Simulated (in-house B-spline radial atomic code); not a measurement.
A calculation on Kr V (Kr4+) (an excited or competing configuration): its settings, and results tabulated from the run. Level of theory: non-relativistic r2SCAN0, spin-polarised, spherical fractional occupations, exact exchange averaged over the configuration, point nucleus; calculated with a B-spline radial code for spherical atoms.

Command:
```bash
python run_scf.py task.json out
```
Settings:
```
Z                36
configuration    [Ar] 3d10 4s1 4p2 4d1
hamiltonian      nr
method           r2scan0
spin_polarised   True
exact_exchange   averaged over the configuration
```

Output (hartree, bohr):
```
 radial grid: 49 intervals, B-splines of order 8, outer radius 22.1277 bohr

 iter        energy (Eh)    residual
    1       -2747.925575    7.27e-02
    2       -2747.932105    2.46e-03
    3       -2747.932173    1.25e-03
    4       -2747.932176    6.52e-04
    5       -2747.932177    2.80e-05
    6       -2747.932177    1.66e-05
    7       -2747.932177    3.30e-06
    8       -2747.932177    2.34e-07

 total energy                     -2747.93218
 kinetic                            2746.5239
 electron-nucleus                  -6499.3928
 Hartree                            1098.6808
 exact exchange                      -22.9558
 exchange-correlation                -70.7884

 orbital      occ     eigenvalue          <r>       <r^2>       <1/r>     <1/r^3>     <1/r^2>       r_max
 1s up      1.000      -516.3992    0.0424556  0.00241393     35.4925           -     2531.39     0.02805
 1s down    1.000      -516.3789    0.0424552  0.00241388     35.4927           -      2531.4     0.02805
 2s up      1.000       -69.9032     0.187522   0.0413999     7.90909           -     255.244       0.158
 2s down    1.000       -69.8867     0.187518   0.0413956     7.90856           -     255.192       0.158
 2p up      3.000       -63.3415     0.161861   0.0319982     7.87097     1388.56     84.3548      0.1251
 2p down    3.000       -63.3208     0.161869   0.0319995     7.87036     1388.26     84.3416      0.1252
 3s up      1.000       -12.1301     0.538739    0.333162     2.63794           -     42.7283      0.4756
 3s down    1.000       -12.0968     0.539136    0.333364     2.63315           -     42.5345      0.4762
 3p up      3.000        -9.7607     0.543196    0.344642     2.52339     204.745     13.7418      0.4669
 3p down    3.000        -9.7270     0.542764    0.343525     2.52236     204.354     13.7219      0.4675
 3d up      5.000        -5.5315     0.549675    0.370104     2.28398     27.0016     6.75536      0.4117
 3d down    5.000        -5.4957     0.545913    0.363257     2.29204     27.1617     6.79028      0.4119
 4s up      1.000        -2.9206      1.44466     2.34508     0.91637           -     6.36787       1.303
 4p up      2.000        -2.3096      1.58165     2.82531    0.829437     25.9349     1.98776       1.413
 4d up      1.000        -1.3883       2.0016     4.58008     0.64812     2.57334    0.812175       1.757
```

Time taken, with all properties: 0.34 s on 1 thread of Arm Neoverse N1 (shared host).
